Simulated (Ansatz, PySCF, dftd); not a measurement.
Species: SiPH₄, charge 0, doublet. SiPH4 (SMILES [SiH3][PH], doublet).
B3LYP-D3(BJ)/def2-TZVP minimum from Ansatz (a program for electronic structure):
```
Si
H 1 1.4808
H 1 1.4839 2 108.99
H 1 1.4839 2 108.99 3 -118.40
P 1 2.2606 2 109.00 3 120.80
H 5 1.4248 1 91.77 2 180.00
```
Charge 0, spin multiplicity 2.

Property: enthalpy of formation at 298 K (by atomisation, with rigid-rotor harmonic-oscillator terms from PySCF's Hessian at B3LYP-D3(BJ)/def2-TZVP and the atoms' measured values of the G2/97 table; no spin-orbit terms), in kJ/mol. Radicals and triplets start from unrestricted determinants; spin-orbit coupling is neglected. Cores are frozen in correlated methods. Rows without X2C or -DK are non-relativistic. CBS(X,Y): correlation extrapolated as X^-3, Hartree-Fock from the larger set. A bracket is a step between two methods taken in the basis named. The functionals are non-relativistic, so their misses hold any scalar relativity. Double hybrids freeze cores in their MP2 part. 'core' is core correlation in cc-pwCVTZ (1s frozen past Ne), 'X2C' scalar relativity in cc-pVTZ-DK, both at CCSD(T). For partners of very few electrons the exact lower level stands in for a higher one.

```tsv
level	program	enthalpy of formation at 298 K (kJ/mol)	difference against the last row
HF/cc-pV(D+d)Z	Ansatz	573.4	425.1
r2SCAN-D4/def2-TZVPD	Ansatz + dftd4	141.7	-6.6
B3LYP-D4/def2-TZVPD	Ansatz + dftd4	131.1	-17.2
CAM-B3LYP-D3(BJ)/def2-TZVPD	Ansatz + dftd3	132.0	-16.3
B2GP-PLYP-D3(BJ)/def2-TZVPD	Ansatz + dftd3	172.0	23.7
MP2/cc-pV(D+d)Z	Ansatz	322.2	173.9
MP2/aug-cc-pV(T+d)Z	Ansatz	225.8	77.5
CCSDT(Q)/cc-pV(D+d)Z	Ansatz	287.5	139.2
CCSDT(Q)/cc-pV(T+d)Z	Ansatz	197.5	49.2
CCSD(T)/CBS(cc-pV(T+d)Z,cc-pV(Q+d)Z) + [CCSDT(Q) - CCSD(T)]/cc-pV(D+d)Z + core + X2C	Ansatz	147.4	-0.9
CCSD(T)/CBS(cc-pV(T+d)Z,cc-pV(Q+d)Z) + [CCSDT(Q) - CCSD(T)]/cc-pV(T+d)Z + core + X2C	Ansatz	148.3	0.0
```
